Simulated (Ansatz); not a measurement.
```yaml
crystal:
  periodic: [false, false, false]
  atoms:
    - {symbol: Cl, position_ang: [-1.371847, -1.626722, 0.188298]}
    - {symbol: C, position_ang: [-0.039290, -0.564818, -0.204192]}
    - {symbol: I, position_ang: [1.794309, -1.609027, -0.474436]}
    - {symbol: C, position_ang: [-0.033993, 0.808328, 0.274082]}
    - {symbol: O, position_ang: [-0.306249, 0.441596, -1.090980]}
    - {symbol: H, position_ang: [-0.895336, 1.170664, 0.826138]}
    - {symbol: H, position_ang: [0.913604, 1.311977, 0.435289]}
basis:
  gaussian: {orbitals: x2c-TZVPPall}
hamiltonian: {xc: {name: CAM-B3LYP}, dispersion: d3bjatm}
accuracy: high
scf: {lower_state_search: off}
output: {forces: true}
```

```sh
$ ansatz run in.yaml --threads 4 --pin off --events-out ev --progress --plain --max-ram 10444MiB
```

Shortened log:

```
Functional definition: CAM-B3LYP
3833 factors; integrals over basis functions are off by at most 3.2e-8 eV
518 factors; integrals over basis functions are off by at most 1.8e-9 eV
mean field evaluation 1: about -210354.0895 eV, gradient 4.0e1 eV
mean field evaluation 2: about -210352.2989 eV, gradient 5.3e1 eV
mean field evaluation 4: about -210357.0883 eV, gradient 2.4e0 eV
mean field evaluation 8: about -210357.2681 eV, gradient 4.4e-1 eV
mean field evaluation 16: about -210357.2685 eV, gradient 1.7e-4 eV
mean field -210357.26845357 eV, -7730.4870303910 hartree, gradient 7.7e-8 eV, S^2 0.000000; 0 other end points of the search recorded, 0 dependent functions left out
reference -210357.26847197 eV, -7730.4870310673 hartree; 46, 46 occupied and 177, 177 virtual orbitals, 3833 factors
Total energy: -210357.44179635 eV, -7730.4934006208 hartree
Relativity: scalar
Atom 0 at    -1.371847    -1.626722     0.188298 Å, force    -0.128209    -0.052360     0.028708 eV/Å
Atom 1 at    -0.039290    -0.564818    -0.204192 Å, force     0.151479     0.049803     0.047081 eV/Å
Atom 2 at     1.794309    -1.609027    -0.474436 Å, force     0.028687    -0.008634    -0.014895 eV/Å
Atom 3 at    -0.033993     0.808328     0.274082 Å, force    -0.007663     0.048784     0.100466 eV/Å
Atom 4 at    -0.306249     0.441596    -1.090980 Å, force    -0.030521     0.041437    -0.088446 eV/Å
Atom 5 at    -0.895336     1.170664     0.826138 Å, force     0.097273    -0.031802    -0.058289 eV/Å
Atom 6 at     0.913604     1.311977     0.435289 Å, force    -0.111046    -0.047228    -0.014625 eV/Å
Dipole moment:     0.108070     0.237793     0.309386 e Å
Checks for a lower state left out: stability, starts, cluster_reference, orbital_swaps, neighbouring_geometries, increment
```

Hardware: 4 threads of an Arm Neoverse V1 on a shared host. Wall time 19 s, peak host memory 1.5 GiB.
